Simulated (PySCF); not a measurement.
CH3Li, SMILES [Li][CH3] (connectivity only; charge and spin as stated), charge +1, multiplicity 2. Coordinates come from a ωB97X-D3(BJ)/def2-TZVPD optimisation. The spin state was assumed, not searched. The isomer is the one that the SMILES or the coordinates give; other isomers of the formula were not compared.

Method: ωB97X-D3(BJ)/def2-TZVPD in PySCF.

Harmonic wavenumbers (cm⁻¹): 232, 232, 310, 916, 1405, 1405, 3081, 3254, 3254. Rotational constants (GHz): 143.3, 18.87, 18.87; symmetry number 3.

Problem. Work out the zero-point energy and the ideal-gas rigid-rotor harmonic-oscillator thermochemistry at 298.15 K and 1 atm.

Solution. ZPE = ½ Σ hcν = ½ × 14089 cm⁻¹ = 20.14 kcal/mol. H − E(el) = 23.45 kcal/mol. Entropy in cal/(mol K): translation 35.20, rotation 17.20, vibration 5.25, spin 1.38, total 59.03. G − E(el) = 5.85 kcal/mol. Cp = 13.87 cal/(mol K).
